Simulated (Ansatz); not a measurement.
Basis-set extrapolation for `CCOBO` (PBE0-D4/def2-TZVP geometry, frozen core, Ansatz 0.2.0). Multiplicity 1, RHF reference.

```json
{"": "HF", "def2-TZVPP": "-254.431624", "def2-QZVPP": "-254.444070"}
{"": "MP2 correlation", "def2-TZVPP": "-0.924549", "def2-QZVPP": "-0.991874"}
{"": "CCSD(T) correlation", "def2-TZVPP": "-0.995450", "def2-QZVPP": "not run"}
```

Energies in hartree. Use E(X) = E(∞) + A·exp(−7.88·√X) for Hartree–Fock and E(X) = E(∞) + B·X^(−2.97) for correlation, with X = 3 and 4, and add CCSD(T) minus MP2 of the smaller set to the MP2 limit.

Task: What is the CCSD(T) energy at the basis-set limit?

Result: HF limit: -254.444070 + (-0.012446) × 0.13774 = -254.44578. MP2 limit: -0.991874 + (-0.067325) × 0.74074 = -1.04174. Higher-order term: -0.995450 − (-0.924549) = -0.07090. Total: -255.55842 hartree, 344.8 kJ/mol below CCSD(T)/def2-TZVPP.
